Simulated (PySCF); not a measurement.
C9HN.
Atom-mapped SMILES: `[CH:1]#[C:2][C:3]#[C:4][C:5]#[C:6][C:7]#[C:8][C:9]#[N:10]` (hydrogens: H11 on C1)

Linear response at wB97X-D/def2-SVPD (PySCF, frozen core in the response, non-relativistic). Geometry: PBE0-D3(BJ)/def2-SVP; no solvent, vibrations or thermal averaging.

Static isotropic polarisability: 173.80 au (25.75 Å³), principal values 58.2, 58.2, 405.0 au.

Task: What is the polarisability at 1064 nm and at the sodium D line?

Result: 179.71 au at 1064 nm (+3.4 %), 195.24 au at 589.3 nm (+12.3 %). The rise at 589.3 nm is 3.63 times that at 1064 nm; a pure ω² law gives 3.26. The lowest singlet lies at 426 nm, shorter than both wavelengths.

Task: What is the isotropic C6 coefficient between two such molecules, C6 = (3/π)∫α(iω)² dω?

Result: 6544 au (Eh·bohr⁶) by a ten-point quadrature over imaginary frequencies, which is 3910 eV·Å⁶ or 377 J·nm⁶/mol.

Task: Which effective excitation energy ω̄ makes London's formula C6 = (3/4)α²ω̄ exact here?

Result: ω̄ = 4·C6/(3α²) = 0.289 Eh = 7.9 eV. A one-pole form α(ω) = α/(1 − ω²/ω̄²) fitted to the 1064 nm value gives 6.4 eV. London's choice of the ionisation energy (9.20 eV, ΔSCF at the same level) gives C6 = 7660 au, 17 % too high.

Task: What three-body coefficient follows from the one-pole estimate C9 = (3/4)·α·C6?

Result: 853000 au. This is an estimate from the two numbers above, not a computed integral.

Task: The lowest 6 singlets have (eV, f): 2.91, 0.000; 3.05, 0.000; 3.05, 0.000; 4.45, 0.000; 4.66, 0.000; 4.66, 0.000. What share of the static polarisability do they carry in the sum over states α = Σ f/ω²?

Result: 0.00 au, 0.0 % of α. Their oscillator strengths add up to 0.00. Higher states carry the rest.

Task: How many electrons N does the Slater–Kirkwood formula C6 = (3/4)·√N·α^(3/2) need to give this C6?

Result: N = (4·C6/3)²/α³ = 14.5; the species has 62 electrons in all.

Note: wB97X-D ran without an empirical dispersion term, which enters the total energy and its gradient alone.
